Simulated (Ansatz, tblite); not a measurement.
Cost and result up the ladder for [Se4]2- (Se4²⁻) (4 atoms). The state is a singlet with charge -2. Geometry: PBE0-D4/def2-SVPD.

Cartesian coordinates in Å:
```
Se 1.2251 -2.3799 0.8445
Se -0.5815 -1.2490 -0.1717
Se -0.7910 1.0527 0.4335
Se 0.1475 2.5762 -1.1063
```

Ansatz on 4 threads of Arm Neoverse V1 on a shared host; xTB runs through tblite on one thread. Times are rough, summed over both states, and most runs start from the orbitals of an earlier one. PBE0-D4/def2-TZVPD serves as the yardstick here, not as an exact answer. The other state is a doublet.

The xTB rows come from tblite. A multiply charged anion in the gas phase is held together partly by the finite basis. Removing one electron lowers the energy by 1.19 eV at PBE0-D4/def2-TZVPD, so it isn't bound.

Raw xTB energies of ions are shifted by several eV.

| level | functions | wall time | vertical IE (eV) | difference from PBE0-D4/def2-TZVPD (eV) | remarks |
| --- | --- | --- | --- | --- | --- |
| GFN2-xTB | 36 | 0.009 s | 4.22 | 5.41 | – |
| GFN1-xTB | 36 | 0.01 s | 0.36 | 1.56 | – |
| PBE-D4/def2-TZVPD | 228 | 12 s | -1.47 | -0.28 | HOMO above zero (-2 singlet) |
| r2SCAN-D4/def2-TZVPD (with forces) | 228 | 27 s | -1.38 | -0.19 | HOMO above zero (-2 singlet) |
| PBE0-D4/def2-TZVPD | 228 | 42 s | -1.19 | 0.00 | HOMO above zero (-2 singlet) |
